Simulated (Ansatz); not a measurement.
A made-up structure of LiBNH₃S, singlet:

```
7
angstrom
Li -2.2181 -0.1464 1.0670
B -0.2675 -0.0191 0.1131
N 0.9948 0.1768 0.7078
S -0.1018 -0.1728 -1.7314
H -3.6207 -0.8128 1.4085
H 1.1111 0.2825 1.6982
H -1.3873 -0.3474 -2.0564
```

It is relaxed with PBE-D4/def2-SVP and then PBE0-D4/def2-TZVP (Ansatz 0.2.0). Atoms count as bonded within 1.22 times the sum of their covalent radii (H–H: 0.88 Å). The end point is not checked to be a true minimum.

Question: Does its bonding change? (A judgement: the text doesn't fix the answer.)

Answer: The calculation gives: Yes. Formed: Li1–N3, B2–H5; broken: none.

Where it ends: The first stage lowers the energy by 4.98 eV in 23 steps. It ends as LiBNH₃S ([SH][B]12[H][Li]1[NH]2):
```xyz
7
angstrom
Li -1.6000 0.0245 2.1273
B -0.8396 -0.1620 0.1337
N -0.0854 0.1079 1.2433
S -0.3037 -0.3437 -1.6117
H -2.0604 -0.3065 0.3204
H 0.9095 0.2323 1.1359
H -1.5099 -0.5917 -2.1420
```

Labels in which every atom is bracketed show which atoms are joined, not bond orders.

For scale, one of the runs: PBE0-D4/def2-TZVP relaxation, 131 basis functions, launched by `ansatz run in.yaml --threads 2 --pin off --events-out ev --progress --plain --max-ram 4352MiB`. The run took about 18 s on 2 CPU threads of an Arm Neoverse V2 (shared host).
